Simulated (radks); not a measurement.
All-electron atom: Rh+ in [Kr] 4d8 (the NIST ground configuration). Method: Dirac Kohn-Sham, PBE, spin-unpolarised, spherical densities, point nucleus; open shells fill j = l - 1/2 first; computed with a radial shooting solver on a logarithmic mesh with Libxc functionals.

Radial electron density D(r) = 4 pi r^2 rho(r):

```
   r/bohr * D(r) (the largest magnitude, 71.2, reaches the edge; | marks zero)
 0.003147 |     *
 0.003635 |      *
 0.004231 |        *
 0.004887 |           *
 0.005689 |             *
  0.00657 |                 *
 0.007649 |                    *
 0.008833 |                        *
  0.01028 |                            *
  0.01188 |                                *
  0.01383 |                                    *
  0.01597 |                                        *
  0.01859 |                                          *
  0.02147 |                                            *
  0.02499 |                                           *
  0.02886 |                                          *
   0.0336 |                                        *
   0.0388 |                                      *
  0.04517 |                                     *
  0.05217 |                                      *
  0.06074 |                                         *
  0.07014 |                                              *
  0.08166 |                                                   *
  0.09431 |                                                      *
   0.1098 |                                                      *
   0.1268 |                                                  *
   0.1476 |                                           *
   0.1705 |                                      *
   0.1984 |                                   *
   0.2292 |                                     *
   0.2668 |                                         *
   0.3081 |                                           *
   0.3587 |                                        *
   0.4143 |                                *
   0.4823 |                      *
    0.557 |               *
   0.6484 |           *
   0.7488 |          *
   0.8718 |           *
    1.007 |           *
    1.172 |         *
    1.354 |       *
    1.576 |    *
     1.82 |  *
    2.119 | *
    2.447 |*
    2.848 |*
     3.29 *
     3.83 *
    4.423 *
    5.149 *
    5.946 *
    6.923 *
    7.995 *
```

D(r) has 4 maxima, at r = 0.0231, 0.101, 0.308, 0.929 bohr, and minima at 0.0459, 0.200, 0.714 bohr, inside which lie 2.05, 11.16, 29.11 electrons.
